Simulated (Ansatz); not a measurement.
CrO₂F₂, relaxed as a singlet with RKS r2SCAN-D4/def2-SVP in Ansatz, starting from the GFN2-xTB geometry. Force threshold 0.02 eV/Å.

The restricted singlet is unstable towards broken spin symmetry in Hartree–Fock (as tested in another run); at r2SCAN-D4/def2-SVP this wasn't settled.

Start:

Cartesian coordinates in Å:
```
Cr 0.025 -0.021 0.003
O 0.814 -0.614 -1.190
O 0.585 -0.520 1.357
F -1.574 -0.490 -0.124
F 0.149 1.645 -0.046
```

```csv
step,energy (eV),largest force component (eV/Å),SCF passes
1,-37936.3125,0.568,33
2,-37936.3329,0.270,34
3,-37936.3428,0.021,34
4,-37936.3428,0.004,27
```

Force components are those of the run's own axes.

End:

Cartesian coordinates in Å:
```
Cr 0.020 -0.016 0.002
O 0.831 -0.628 -1.161
O 0.607 -0.538 1.333
F -1.600 -0.488 -0.126
F 0.142 1.670 -0.048
```

By distances, no bond broke or formed. The bond that changes most is Cr1–F5, from 1.67 to 1.69 Å (atoms count from 1).

No frequencies were taken in this run, so the end may be a saddle point.

It took 8 s on 4 threads of Arm Neoverse V1 on a shared host.
